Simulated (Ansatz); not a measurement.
`O[SiH](I)CF` + tetrafluoromethane → `O[SiH](F)I` + `FCC(F)(F)F`  (formal exchange of groups at the Si–C bond)

Calculated with Ansatz (gas phase, PBE0-D4/def2-TZVP geometries, no zero-point term in ΔE). CCSD(T)/CBS is the MP2 limit (def2-TZVPP, def2-QZVPP) plus CCSD(T) − MP2 in def2-TZVPP, frozen cores. DFT in def2-TZVPP. B3LYP here is the variant with VWN-RPA as its local correlation; programs differ in this. Elements past krypton have def2 core potentials. For I outer-core shells are correlated without core-valence functions, which leaves a few kJ/mol of doubt a bond. One conformer a species, not always the lowest.

```json
{"level": "B2PLYP", "ΔE (kJ/mol)": "-173.6", "difference from CCSD(T)/CBS": "1.8"}
{"level": "PBE", "ΔE (kJ/mol)": "-157.0", "difference from CCSD(T)/CBS": "18.4"}
{"level": "B3LYP", "ΔE (kJ/mol)": "-171.2", "difference from CCSD(T)/CBS": "4.2"}
{"level": "MP2/def2-TZVPP", "ΔE (kJ/mol)": "-174.1", "difference from CCSD(T)/CBS": "1.3"}
{"level": "SCS-MP2/def2-TZVPP", "ΔE (kJ/mol)": "-175.2", "difference from CCSD(T)/CBS": "0.2"}
{"level": "CCSD(T)/def2-TZVPP", "ΔE (kJ/mol)": "-169.8", "difference from CCSD(T)/CBS": "5.6"}
{"level": "MP2/def2-QZVPP", "ΔE (kJ/mol)": "-178.1", "difference from CCSD(T)/CBS": "-2.7"}
{"level": "SCS-MP2/def2-QZVPP", "ΔE (kJ/mol)": "-179.1", "difference from CCSD(T)/CBS": "-3.7"}
{"level": "HF/CBS(def2)", "ΔE (kJ/mol)": "-177.6", "difference from CCSD(T)/CBS": "-2.2"}
{"level": "MP2/CBS(def2)", "ΔE (kJ/mol)": "-179.7", "difference from CCSD(T)/CBS": "-4.3"}
{"level": "CCSD(T)/CBS", "ΔE (kJ/mol)": "-175.4", "difference from CCSD(T)/CBS": "0"}
```

Largest T1 diagnostic among the species: 0.011.
